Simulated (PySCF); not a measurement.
Computed shifts of a molecule H₈OSi₃, PBE/pcSseg-1 in PySCF, GIAO, gas phase, atoms alike by connectivity averaged where their shifts nearly agree, in ppm (number of nuclei): ²⁹Si: -18.7 (1), -35.5 (1), -115.9 (1). ¹H: 5.97 (2), 5.40 (3), 3.81 (3). References: ²⁹Si against TMS (σ = 335.4 ppm); ¹⁷O against H2O (σ = 334.3 ppm); ¹H against TMS (σ = 31.49 ppm), references at their B3LYP-D3(BJ)/def2-TZVP geometries, non-relativistic. Geometry optimised at TPSSh-D3(BJ)/def2-SVP. One conformer was computed; it need not be the lowest.

### Question
Identify the compound among the candidates.
(A) O[SiH]([SiH3])[SiH3]
(B) O[SiH2][SiH2][SiH3]
(C) [SiH3]O[SiH2][SiH3]

### Answer
C, [SiH3]O[SiH2][SiH3]
